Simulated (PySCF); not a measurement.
Excitations are Tamm–Dancoff values on a coarser integration grid. The basis has no diffuse functions, so Rydberg states are missing or too high.

Cartesian coordinates (Å):
```xyz
18

B     -2.5365    -1.8497    -0.4530
C     -1.3792    -0.8601    -0.2112
C     -1.6402     0.4976     0.1137
C     -0.6097     1.4162     0.3377
C     -0.8858     2.7793     0.6639
N     -1.0965     3.8942     0.9309
C      0.7262     0.9610     0.2332
S      2.1660     1.8950     0.4624
C      3.1623     0.5040     0.1321
C      2.4428    -0.6222    -0.1407
C      1.0241    -0.3926    -0.0906
C     -0.0391    -1.2833    -0.3080
H     -3.6827    -1.4777    -0.3683
H     -2.2945    -3.0013    -0.7281
H     -2.6749     0.8411     0.1924
H      4.2469     0.6148     0.1625
H      2.8943    -1.5890    -0.3712
H      0.1764    -2.3272    -0.5577
```
Charge 0, multiplicity 1.

Problem. Give the S1 oscillator strength, brightest of the four lowest singlets (TDA) and HOMO–LUMO gap at the level r2SCAN-D4/def2-TZVP // r2SCAN-D4/def2-SVP (PySCF 2.14.0).

Solution. 
```yaml
S1 oscillator strength: 0.036
brightest of the four lowest singlets (TDA): 4.76 eV
HOMO–LUMO gap: 3.23 eV
```
